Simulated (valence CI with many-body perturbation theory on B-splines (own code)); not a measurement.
## E1 transitions of Rh5+

Computed by configuration interaction combined with many-body perturbation theory (CI+MBPT): four valence electrons over a frozen Dirac-Fock core [Kr], radial functions for each j: 7 s, 7 p, 8 d, 6 f, 4 g, 1 h, with the one-electron correlation potential Σ1, the two-electron term Σ2, the three-electron term Σ3, Breit, model QED; selected CI, second order for the rest, scaled by the run's own slope (own B-spline code, finite nucleus).

No measured levels were compared; by estimate terms of the open shell hold to 2 to 4 % of their energy, and close levels can change places; different configurations can be misplaced against each other by 1,000 to 8,000 cm⁻¹. The list stops below the first excitations out of the core.

Lines 1 to 50 of 600 in falling wavelength, among levels below 289030 cm⁻¹, chosen from the strongest by gf and those to the six lowest levels. Wavelengths and rates use the calculated energies, so an error of 2000 cm⁻¹ moves a line at 182.9 nm by 3.7 % and its rate by three times that or more. Electric multipoles are in the length gauge, E1 and E2 with the static RPA response of the core. Weak lines are less certain than strong ones. Lines between different terms over intervals too small for the method are left out, as are lines whose strength nearly cancels. Where a level lies close to another of its J and parity, the split of strength between their lines is uncertain. The highest levels of a list are the least certain.

Names give the largest LS component (configuration and term), which can be under half, so a name can repeat, a term be missing and a line seem to break the LS rules; names also repeat where a configuration has a term twice. Letters in brackets count levels of one name in rising energy.

```csv
λ vac (nm),Upper,Lower,A (s⁻¹),log gf,Branch %
182.9,4d3 5p 1D°_2 [b],4d3 5s 1D_2 [b],1.07e+08,-0.57,1.6
167.8,4d3 5p 1G°_4 [c],4d3 5s 1F_3,1.40e+08,-0.27,1.7
162.4,4d3 5p 3P°_2 [a],4d3 5s 3P_2 [b],1.42e+08,-0.55,2.0
160.9,4d3 5p 3D°_2 [a],4d3 5s 3F_3 [a],1.62e+08,-0.50,2.4
160.8,4d3 5p 5D°_3 [a],4d3 5s 3F_4 [a],7.34e+07,-0.70,0.8
160.3,4d3 5p 5G°_4,4d3 5s 3F_3 [a],5.13e+07,-0.75,3.6
159.2,4d3 5p 5G°_5,4d3 5s 3F_4 [a],7.22e+07,-0.52,4.0
159.2,4d3 5p 3D°_1 [a],4d3 5s 3F_2 [a],2.91e+08,-0.48,4.8
158.8,4d3 5p 5F°_5 [a],4d3 5s 3G_5,3.40e+07,-0.85,0.8
156.6,4d3 5p 3H°_6 [a],4d3 5s 1H_5,3.37e+07,-0.79,0.9
154.9,4d3 5p 3D°_3 [b],4d3 5s 3F_4 [b],1.06e+08,-0.57,0.9
154.7,4d3 5p 3D°_2 [a],4d3 5s 3F_2 [a],7.80e+07,-0.85,1.2
154.5,4d3 5p 5D°_3 [a],4d3 5s 3F_3 [a],6.53e+07,-0.79,0.7
153.3,4d3 5p 1G°_4 [c],4d3 5s 3F_4 [b],7.18e+07,-0.64,0.9
152.9,4d3 5p 1H°_5 [a],4d3 5s 1H_5,1.70e+08,-0.18,3.2
152.9,4d3 5p 3F°_2 [c],4d3 5s 1P_1,9.27e+07,-0.79,1.1
152.9,4d3 5p 3H°_5 [a],4d3 5s 3H_5,1.11e+08,-0.37,1.6
151.2,4d3 5p 1F°_3 [a],4d3 5s 1D_2 [a],6.70e+07,-0.79,1.0
150.8,4d3 5p 3G°_4 [a],4d3 5s 3G_4,1.06e+08,-0.49,1.8
150.4,4d3 5p 3H°_4 [a],4d3 5s 3H_4,7.88e+07,-0.62,1.5
149.0,4d3 5p 3F°_2 [d],4d3 5s 1P_1,9.39e+07,-0.81,1.2
148.9,4d3 5p 3F°_2 [d],4d3 5s 1D_2 [a],9.86e+07,-0.79,1.3
148.2,4d3 5p 3F°_2 [b],4d3 5s 3P_2 [b],1.30e+08,-0.67,1.8
147.9,4d3 5p 3F°_3 [c],4d3 5s 1D_2 [a],6.49e+07,-0.83,0.6
147.7,4d3 5p 5F°_5 [a],4d3 5s 3F_4 [a],1.67e+08,-0.22,3.8
147.6,4d3 5p 3F°_2 [b],4d3 5s 3P_1 [c],1.34e+08,-0.66,1.9
147.4,4d3 5p 3G°_3 [a],4d3 5s 3F_4 [a],1.58e+08,-0.44,2.0
146.8,4d3 5p 5F°_5 [b],4d3 5s 3G_5,2.03e+08,-0.14,4.3
146.4,4d3 5p 3G°_3 [c],4d3 5s 3F_2 [b],1.43e+08,-0.49,1.2
146.2,4d3 5p 5F°_2,4d3 5s 3F_3 [a],1.91e+08,-0.51,3.5
146.2,4d3 5p 3D°_3 [a],4d3 5s 3F_4 [a],1.81e+08,-0.39,3.0
144.9,4d3 5p 1P°_1 [a],4d3 5s 1D_2 [a],3.35e+08,-0.50,2.8
144.8,4d3 5p 3H°_6 [a],4d3 5s 3H_6,5.54e+08,0.35,14.2
144.1,4d3 5p 5F°_4,4d3 5s 3F_3 [a],1.67e+08,-0.33,2.6
143.9,4d3 5p 3H°_6 [b],4d3 5s 1H_5,6.68e+07,-0.57,0.9
143.6,4d3 5p 3H°_4 [a],4d3 5s 3G_4,1.26e+08,-0.45,2.3
143.6,4d3 5p 3P°_1 [b],4d3 5s 3P_1 [b],1.49e+08,-0.86,2.8
143.5,4d3 5p 3G°_3 [b],4d3 5s 3H_4,1.73e+08,-0.43,1.5
142.8,4d3 5p 3G°_4 [c],4d3 5s 3F_3 [b],1.44e+08,-0.40,1.3
142.8,4d3 5p 3H°_4 [a],4d3 5s 3G_3,4.34e+08,0.08,8.1
142.6,4d3 5p 3H°_4 [b],4d3 5s 1G_4,5.88e+07,-0.79,0.7
142.5,4d3 5p 5D°_2 [b],4d3 5s 3P_2 [a],1.11e+08,-0.77,2.9
142.5,4d3 5p 5F°_1,4d3 5s 3F_2 [a],3.19e+08,-0.54,5.8
142.5,4d3 5p 3P°_1 [a],4d3 5s 3P_2 [a],5.15e+08,-0.33,5.8
142.5,4d3 5p 3D°_1 [b],4d3 5s 3P_0 [b],1.67e+08,-0.82,2.0
142.2,4d3 5p 3P°_2 [b],4d3 5s 3D_3 [a],3.96e+08,-0.22,4.6
142.1,4d3 5p 3G°_5 [b],4d3 5s 3F_4 [b],7.57e+07,-0.60,0.5
142.0,4d3 5p 1H°_5 [a],4d3 5s 3H_5,1.14e+08,-0.42,2.1
141.7,4d3 5p 1G°_4 [a],4d3 5s 3H_4,3.62e+08,-0.01,3.7
141.7,4d3 5p 1H°_5 [a],4d3 5s 3H_6,7.24e+07,-0.62,1.4
```

(1) How does gf follow from A for the line at 150.4 nm?

## Answers

(1) gf = 1.4992 × (2J+1)_upper × A / σ², with σ = 66479 cm⁻¹ and 2J+1 = 9: gf = 0.240.
